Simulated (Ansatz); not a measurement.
Species: C3H11NSi, net charge 0, singlet state. 
Geometry from a B3LYP-D3(BJ)/def2-TZVP (Ansatz, a program for electronic structure) optimisation:
```
Si
N 1 1.7240
H 2 1.0077 1 117.60
C 2 1.4550 3 113.39 1 155.59
H 4 1.0917 2 109.69 3 169.66
H 4 1.0926 5 106.96 2 120.32
H 4 1.0973 5 107.39 6 115.82
H 1 1.4846 2 105.65 3 -24.72
H 1 1.4932 8 108.25 2 -122.13
C 1 1.8770 8 111.28 9 -117.66
H 10 1.0953 1 108.57 8 176.24
H 10 1.0954 11 105.33 1 114.84
C 10 1.5327 11 110.26 12 119.36
H 13 1.0912 10 111.08 11 63.75
H 13 1.0922 14 107.92 10 122.76
H 13 1.0923 14 107.16 15 115.62
```
Charge 0, spin multiplicity 1.

Parts of the frozen-core correlation energy in cc-pV(Q+d)Z (Ansatz, hartree). Frozen orbitals: 9; correlated occupied orbitals by spin: 16 and 16; virtual: 589 and 589. Spin-orbit coupling is left out. No relativistic terms.

```
term                            value
-------------------------  ----------
reference (HF)             -463.50913
MP2 opposite-spin                 [?]
MP2 same-spin                     [?]
CCSD correlation             -0.98318
(T)                               [?]
T1 diagnostic                   0.010
largest doubles amplitude       0.010
```

Problem. What belongs in the gaps?

Solution. 
- MP2 opposite-spin, value: -0.73817
- MP2 same-spin, value: -0.19435
- (T), value: -0.03882
